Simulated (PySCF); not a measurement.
C₂H₆Be. Atoms are numbered in the order given.

```xyz
9

Be     0.0000     0.0000     0.0000
C      0.0000     0.0000    -1.6807
H      0.8834     0.4978    -2.0961
H     -0.8728     0.5162    -2.0961
H     -0.0106    -1.0140    -2.0961
C      0.0000     0.0000     1.6807
H      0.8834    -0.4978     2.0961
H     -0.8728    -0.5162     2.0961
H     -0.0106     1.0140     2.0961
```
Charge 0, spin multiplicity 1.

Geometry optimised at r2SCAN-D4/def2-TZVP. The isomer is the one that the SMILES or the coordinates give; other isomers of the formula were not compared.

Method: KT2/pcSseg-2 in PySCF.

GIAO shieldings, no solvent; atoms alike by connectivity are averaged. δ = σ(ref) − σ: ¹³C against TMS (σ = 184.2 ppm); ¹H against TMS (σ = 31.47 ppm), references at their B3LYP-D3(BJ)/def2-TZVP geometries, non-relativistic.

```json
[
 {"nucleus": "¹³C", "atoms": "C2, C6", "count": "2", "δ (ppm)": "-13.3"},
 {"nucleus": "¹H", "atoms": "H3, H4, H5, H7, H8, H9", "count": "6", "δ (ppm)": "-0.71"}
]
```
